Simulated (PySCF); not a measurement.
Zr(Me)2(H)2 (C2H8Zr), SMILES [CH3][ZrH2][CH3], multiplicity 1.

The structure is a stationary point at B3LYP-D3(BJ)/def2-SVP. The multiplicity is an assumed one; other spin states were not compared. The def2 effective core potentials stand for the cores of Zr; spin–orbit coupling is left out.

Calculation: TDDFT-B3LYP/def2-SVPD run with PySCF.

Vertical excitations. The molecule is in vacuum. State labels are in the subgroup C2v.

Computed lowest excited states:
| state | symmetry | energy (eV) | λ (nm) | f | main pairs |
|---|---|---|---|---|---|
| S1 | B1 | 4.25 | 292 | 0.001 | HOMO→LUMO 87 % |
| S2 | B2 | 4.26 | 291 | 0.000 | HOMO−2→LUMO 83 %, HOMO→LUMO+1 16 % |
| S3 | A2 | 4.34 | 286 | 0.000 | HOMO−1→LUMO+1 98 % |
| S4 | A1 | 4.45 | 279 | 0.000 | HOMO−1→LUMO 97 % |
| S5 | B2 | 4.51 | 275 | 0.000 | HOMO→LUMO+1 82 %, HOMO−2→LUMO 17 % |
| S6 | B1 | 4.62 | 268 | 0.003 | HOMO−2→LUMO+1 89 % |
| S7 | A1 | 5.19 | 239 | 0.008 | HOMO−3→LUMO 86 % |
| S8 | A2 | 5.23 | 237 | 0.000 | HOMO→LUMO+2 68 %, HOMO−3→LUMO+1 29 % |
| S9 | B2 | 5.26 | 236 | 0.002 | HOMO−1→LUMO+2 88 % |
| S10 | A2 | 5.30 | 234 | 0.000 | HOMO−3→LUMO+1 65 %, HOMO→LUMO+2 23 %, HOMO−2→LUMO+4 12 % |
| T1 | B2 | 3.93 | 315 | 0 | HOMO−2→LUMO 98 % |
| T2 | A1 | 4.02 | 308 | 0 | HOMO−1→LUMO 92 % |
| T3 | B1 | 4.03 | 308 | 0 | HOMO→LUMO 91 % |
| T4 | A2 | 4.10 | 303 | 0 | HOMO−1→LUMO+1 95 % |
Triplets are in the Tamm–Dancoff approximation, which puts them higher than full response would, so one can lie above its singlet here.
